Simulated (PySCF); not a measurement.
SMILES [SiH3]/C=C\S (C2H6SSi) (CAM-B3LYP/def2-SVP optimised geometry):

```
10

Si     1.614    -0.685     0.000
C     -0.254    -0.685     0.000
C     -1.070     0.379     0.000
S     -0.685     2.090     0.000
H      2.158     0.015    -1.201
H      2.101    -2.090     0.001
H      2.158     0.018     1.199
H     -0.756    -1.659     0.000
H     -2.158     0.244     0.000
H      0.661     1.990     0.001
```

Calculation: CAM-B3LYP/def2-TZVP in PySCF 2.14.0.

**Question.** What are the frontier orbital energies and the dipole moment?

**Answer.** HOMO-2 -10.62 eV, HOMO-1 -10.54 eV, HOMO -8.01 eV, LUMO 0.37 eV, LUMO+1 1.13 eV; dipole moment 0.56 D.

On the same geometry PySCF with PBE/def2-TZVP gives HOMO-2 -7.92 eV, HOMO-1 -7.84 eV, HOMO -5.72 eV, LUMO -1.64 eV, LUMO+1 -0.91 eV; dipole moment 0.49 D.

Meta-Löwdin charges at CAM-B3LYP/def2-TZVP: Si1 0.49, C2 -0.41, C3 -0.16, S4 0.02, H5 -0.10, H6 -0.09, H7 -0.10, H8 0.13, H9 0.13, H10 0.09.
